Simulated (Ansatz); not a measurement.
Reaction (hydrogenolysis of a C–C bond): `CC1=C[SiH2]1` + H₂ → `C1=C[SiH2]1` + CH₄

Isolated molecules relaxed with PBE0-D4/def2-TZVP in Ansatz; ΔE leaves out vibrations. CBS: MP2 limit from def2 TZ/QZ plus the TZ coupled-cluster correction, frozen cores. This one scheme is used for every species. Functionals use def2-TZVPP.

```csv
species,BHLYP-D4 energy (Eh)
`CC1=C[SiH2]1`,-407.33421
H₂,-1.17009
`C1=C[SiH2]1`,-368.02107
CH₄,-40.50336
```

(1) Work out ΔE.

Largest T1 diagnostic among the species: 0.013.

Answers

(1) ΔE = (-368.02107) + (-40.50336) − (-407.33421) − (-1.17009) = -0.02013 Eh = -12.6 kcal/mol. CCSD(T)/CBS gives -11.8 kcal/mol.

Leaving LDA and LC-ωPBE aside and taking each functional with its dispersion term where it has one, the values, not all of them listed here, spread over 3.7 kcal/mol, from BHLYP-D4 to revPBE-D4. LDA lies +2.0 kcal/mol from PBE without D4. In def2-TZVPP, CCSD(T) changes the Hartree–Fock value by +4.0 kcal/mol (the triples alone add +0.9 kcal/mol) and MP2 by +5.3 kcal/mol. The D4 term adds +1.9 kcal/mol with B3LYP and +1.0 kcal/mol with PBE0; it sums over pairs of atoms, weighted by their polarisabilities, and B3LYP, whose exchange is more repulsive, gets the larger term.

B3LYP here is the variant with VWN-RPA as its local correlation; programs differ in this.
